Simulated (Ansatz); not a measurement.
Name a neutral molecule of B, C, Si and H with size of the dipole moment (PBE/def2-TZVPP) between 1.45 and 1.75 D and HOMO energy (ωB97M-V/def2-TZVPP) between -9.85 and -9.55 eV (Ansatz, PBE0-D4/def2-TZVP geometry).

`CCB(C)[SiH3]` (1.46 D, -9.66 eV); `[SiH3]BB1CC1` (1.54 D, -9.55 eV); `C#CB[SiH2]C` (1.60 D, -9.61 eV). Other molecules can fit too; these were computed, each in one conformer that needn't be the lowest.
